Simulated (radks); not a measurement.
The cerium ion Ce+, configuration [Xe] 4f2 5d1 (not the ground configuration).

All-electron calculation, non-relativistic Kohn-Sham, BLYP, spin-polarised, spherical densities, point nucleus; open shells are filled with parallel spins first (spin-orbit coupling, left out, can overturn this in heavy ions); relativity is left out, which matters for an element this heavy. Program: a radial shooting solver on a logarithmic mesh with Libxc functionals.

Energy parts (eV):
total: -233196.88
kinetic: 233129.45
electron-nucleus: -552208.06
Hartree: 91413.54
exchange-correlation: -5531.82

Orbitals (lengths in bohr, moments of r in powers of bohr; r(max) is where P^2 peaks; r(90%) holds 90 % of the orbital's charge):
orbital  occ.  eigenvalue (eV)      <r^2>   r(max)  r(90%)
1s down     1        -38301.46  0.0009165  0.01735  0.0465
1s up       1        -38301.45  0.0009165  0.01735  0.0465
2s up       1        -5951.547    0.01475  0.09545   0.172
2s down     1        -5951.516    0.01475  0.09545   0.172
2p up       3        -5629.367    0.01102  0.07445   0.154
2p down     3        -5629.347    0.01102  0.07445   0.154
3s up       1        -1275.849    0.09822   0.2689   0.429
3s down     1        -1275.291    0.09816   0.2688   0.429
3p up       3        -1136.487    0.09290   0.2557   0.423
3p down     3        -1135.971    0.09284   0.2556   0.423
3d up       5        -876.8152    0.07605   0.2061   0.397
3d down     5        -876.4242    0.07598   0.2061   0.396
4s up       1        -253.3698     0.5058   0.6221   0.961
4s down     1        -251.9311     0.5056   0.6220   0.961
4p up       3        -201.5043     0.5421   0.6325    1.00
4p down     3        -200.0631     0.5419   0.6324    1.00
4d up       5        -110.6406     0.6472   0.6530    1.12
4d down     5        -109.1969     0.6473   0.6527    1.12
5s up       1         -37.7575      2.981    1.456    2.35
5s down     1         -36.6720      3.002    1.460    2.36
5p up       3         -24.2282      3.893    1.604    2.72
5p down     3         -23.2332      3.942    1.609    2.74
4f up       2          -7.0104      1.871   0.7049    2.06
5d up       1          -6.5005      10.82    2.290    4.75
5d down     0          -5.8554      11.76    2.333    4.98
4f down     0          -5.6906      2.025   0.7054    2.14

The highest occupied level is 5d up at -6.500 eV. Virial ratio -V/T = 2.00029. The density falls to 0.001 e/bohr^3 at r = 4.20 bohr. The electron density at the nucleus is 1.383e+05 e/bohr^3. The spin density at the nucleus is -0.4043 e/bohr^3 (1s 0.0002, 2s -0.0697, 3s -0.8451, 4s -0.0185, 5s 0.5288).
